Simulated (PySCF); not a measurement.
Computed shifts of a molecule C4H10N2, PySCF with PBE0/pcSseg-1, GIAO, gas phase, equivalent atoms averaged, in ppm (number of nuclei): ¹³C: 153.0 (1), 122.3 (1), 61.9 (1), 53.5 (1). ¹⁵N: 53.3 (1), 16.8 (1). ¹H: 6.34 (1), 5.56 (2), 3.28 (1), 3.01 (1), 2.87 (1), 0.99 (1), 0.77 (1), 0.74 (1), 0.23 (1). References: ¹³C against TMS (σ = 186.3 ppm); ¹⁵N against NH3 (σ = 267.4 ppm); ¹H against TMS (σ = 31.56 ppm), references at their B3LYP-D3(BJ)/def2-TZVP geometries, non-relativistic. The structure is a stationary point at B3LYP-D3(BJ)/def2-SVP. Other conformers were not sampled.

Problem. Identify the compound among the candidates.
(A) CNC1CNC1
(B) CN1CC(N)C1
(C) NCC1(N)CC1
(D) C=C[C@@H](N)CN

Solution. D, C=C[C@@H](N)CN
